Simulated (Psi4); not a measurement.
C₂H₃O₂, doublet (typed; the unrestricted solution is spin-contaminated), geometry from GFN2-xTB; CCSD/STO-3G (Psi4 1.11).

Here is a job for Psi4.
```
memory 2 GB

molecule {
0 2
  C    -1.36117832   -0.26974965    0.13237859
  C     0.00579222    0.10746035   -0.00938527
  O     0.41203326    1.24989483   -0.13701374
  O     0.85181276   -0.94705890    0.00975486
  H    -1.62384014   -1.30516767    0.23952430
  H    -2.11821760    0.49114534    0.13041341
  H     1.76360616   -0.63492926   -0.08982650
}

set basis sto-3g
set reference uhf

energy('ccsd')
print_variables()
```

What the program printed (banner, timings and long lists left out):

```
   => Loading Basis Set <=

    Name: STO-3G
    Role: ORBITAL
    Keyword: BASIS

         ---------------------------------------------------------
                                   SCF
               by Justin Turney, Rob Parrish, Andy Simmonett
                          and Daniel G. A. Smith
                              UHF Reference
         ---------------------------------------------------------

  ==> Geometry <==

    Molecular point group: c1
    Full point group: C1

    Geometry (in Angstrom), charge = 0, multiplicity = 2:

       Center              X                  Y                   Z               Mass
    ------------   -----------------  -----------------  -----------------  -----------------
         C           -1.394332588801    -0.294084392434     0.137077055779    12.000000000000
         C           -0.027362048801     0.083125607566    -0.004686804221    12.000000000000
         O            0.378878991199     1.225560087566    -0.132315274221    15.994914619570
         O            0.818658491199    -0.971393642434     0.014453325779    15.994914619570
         H           -1.656994408801    -1.329502412434     0.244222765779     1.007825032230
         H           -2.151371868801     0.466810597566     0.135111875779     1.007825032230
         H            1.730451891199    -0.659264002434    -0.085128034221     1.007825032230

  Running in c1 symmetry.

  Rotational constants: A =      0.39233  B =      0.35785  C =      0.18715 [cm^-1]
  Rotational constants: A =  11761.70120  B =  10728.04660  C =   5610.55996 [MHz]
  Nuclear repulsion =  113.961219199583283

  Charge       = 0
  Multiplicity = 2
  Electrons    = 31
  Nalpha       = 16
  Nbeta        = 15

  ==> Algorithm <==

  SCF Algorithm Type is PK.
  DIIS enabled.
  MOM disabled.
  Fractional occupation disabled.
  Guess Type is SAD.
  Energy threshold   = 1.00e-08
  Density threshold  = 1.00e-08
  Integral threshold = 1.00e-12

  ==> Primary Basis <==

  Basis Set: STO-3G
    Blend: STO-3G
    Number of shells: 15
    Number of basis functions: 23
    Number of Cartesian functions: 23
    Spherical Harmonics?: true
    Max angular momentum: 1

  ==> Integral Setup <==

  Using in-core PK algorithm.
   Calculation information:
      Number of atoms:                   7
      Number of AO shells:              15
      Number of primitives:             45
      Number of atomic orbitals:        23
      Number of basis functions:        23

      Integral cutoff                 1.00e-12
      Number of threads:                 1

  Performing in-core PK
  Using 76452 doubles for integral storage.
  We computed 6898 shell quartets total.
  Whereas there are 7260 unique shell quartets.

  ==> DiskJK: Disk-Based J/K Matrices <==

    J tasked:                  Yes
    K tasked:                  Yes
    wK tasked:                  No
    Schwarz Cutoff:          1E-12

  Minimum eigenvalue in the overlap matrix is 2.1977078275E-01.
  Reciprocal condition number of the overlap matrix is 1.0133108141E-01.
    Using symmetric orthogonalization.

  ==> Pre-Iterations <==

  SCF Guess: Superposition of Atomic Densities via on-the-fly atomic UHF (no occupation information).

   -------------------------
    Irrep   Nso     Nmo
   -------------------------
     A         23      23
   -------------------------
    Total      23      23
   -------------------------

  ==> Iterations <==

                        Total Energy        Delta E     RMS |[F,P]|

   @UHF iter SAD:  -221.71859333122424   -2.21719e+02   0.00000e+00
   @UHF iter   1:  -223.97868734744924   -2.26009e+00   2.10116e-02 ADIIS/DIIS
   @UHF iter   2:  -224.10842639946935   -1.29739e-01   1.38534e-02 ADIIS/DIIS
   @UHF iter   3:  -224.16194905706629   -5.35227e-02   2.77020e-03 ADIIS/DIIS
   @UHF iter   4:  -224.16848518259911   -6.53613e-03   1.74877e-03 ADIIS/DIIS
   @UHF iter   5:  -224.17282061466798   -4.33543e-03   1.30382e-03 ADIIS/DIIS
[...]
  @UHF Final Energy:  -224.18260473937670
    Total Energy =                       -224.1826047393766999
[...]
    13        -0.208283735013925    9.505e-06    0.044054    0.000000    0.000000    0.000000
    14        -0.208284458936227    3.975e-06    0.044055    0.000000    0.000000    0.000000
    15        -0.208284675659555    1.884e-06    0.044055    0.000000    0.000000    0.000000
    16        -0.208284748581648    9.712e-07    0.044055    0.000000    0.000000    0.000000
    17        -0.208284754636529    3.433e-07    0.044055    0.000000    0.000000    0.000000
    18        -0.208284766210969    1.427e-07    0.044055    0.000000    0.000000    0.000000
    19        -0.208284766066387    8.229e-08    0.044055    0.000000    0.000000    0.000000

    Iterations converged.

    Largest TIA Amplitudes:
             10   0        -0.1396296968
             13   0         0.0525460617
             14   5         0.0175880607
             12   1        -0.0157476720
              9   5         0.0150795232
             14   2         0.0128888537
             14   1        -0.0116041419
             14   3        -0.0112403106
              7   4         0.0104786400
              9   4        -0.0097184231

    Largest Tia Amplitudes:
             14   1         0.1436944126
             14   0        -0.1072095059
             10   1         0.0418966839
             13   6         0.0202679150
             13   3         0.0157368195
             13   2        -0.0156536417
             10   0        -0.0119202064
             12   2        -0.0113997928
             13   4        -0.0095005451
             12   6         0.0088077749

    Largest TIJAB Amplitudes:
     14  13   5   0        -0.0175855023
     13  12   4   0         0.0140281812
     14  13   1   0         0.0135038612
     10   9   5   0        -0.0133147925
     12  10   6   0        -0.0132530931
     15  14   4   0         0.0122050827
     15  12   5   0         0.0113177627
     14  13   4   0         0.0112548748
     10   8   6   0         0.0110100802
     15  14   1   0         0.0101448754

    Largest Tijab Amplitudes:
     14  13   6   0         0.0234051663
     14  13   2   1         0.0211396046
     14  12   5   0        -0.0190184889
     14  13   2   0        -0.0189002468
     14  12   7   1         0.0159763908
     14  13   3   0         0.0152089090
     14  12   7   0        -0.0150920215
     14  13   6   1        -0.0143788844
     14  13   4   1         0.0129817893
     14  12   5   1         0.0128440424

    Largest TIjAb Amplitudes:
     13  14   0   0        -0.1045877290
     10  14   0   1        -0.0900415514
     10  14   0   0         0.0720458048
     15  14   0   0        -0.0715712522
     10  10   0   1        -0.0671642229
     13  14   0   1         0.0557596242
     15  10   0   0        -0.0473753212
     13  10   0   0        -0.0456346571
     10  10   0   0         0.0416300436
     15   6   2   0        -0.0308726171

    SCF energy       (wfn)                    = -224.182604739376700
    Reference energy (file100)                = -224.182604739376870

    Opposite-spin MP2 correlation energy      =   -0.122552831389894
    Same-spin MP2 correlation energy          =   -0.028206445360150
    Singles MP2 correlation energy            =   -0.000000000000000
    MP2 correlation energy                    =   -0.150759276750045
      * MP2 total energy                      = -224.333364016126922

    Opposite-spin CCSD correlation energy     =   -0.179309177260552
    Same-spin CCSD correlation energy         =   -0.028975588805836
    Singles CCSD correlation energy           =   -0.000000000000000
    CCSD correlation energy                   =   -0.208284766066387
      * CCSD total energy                     = -224.390889505443255

  Variable Map:
  ----------------------------------------------------------------------------
[...]
  Array Variable Map:
  ----------------------------------------------------------------------------
[...]
[...]
```
